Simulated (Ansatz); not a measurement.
Reaction (formal exchange of groups at a B–F bond): `FB[SiH]1C[SiH2]1` + `CC(F)OC(F)F` → `CB[SiH]1C[SiH2]1` + `FC(F)OC(F)F`

Gas-phase electronic energies from Ansatz, PBE0-D4/def2-TZVP geometries. CBS: MP2 limit from def2 TZ/QZ plus the TZ coupled-cluster correction, frozen cores. DFT in def2-TZVPP. Each species was taken in one conformer, which may not be the lowest.

```
             level  ΔE (kJ/mol)
         r2SCAN-D4        113.4
SCS-MP2/def2-QZVPP        130.5
```

Q: What does CCSD(T)/CBS give? (Best estimate.)

A: Ansatz gave: +126.1 kJ/mol. The listed levels differ from it by -12.7, 4.4 kJ/mol.

Largest T1 diagnostic among the species: 0.015.

In def2-TZVPP, CCSD(T) changes the Hartree–Fock value by −53.2 kJ/mol (the triples alone add −9.6 kJ/mol) and MP2 by −59.5 kJ/mol. From PBE to PBE0 (25 % exact exchange), in def2-TZVPP and without D4, ΔE moves by +6.3 kJ/mol.

CCSD(T)/CBS has its own doubt, a few kJ/mol and more with outer-core shells, so smaller differences from it don't rank the levels.
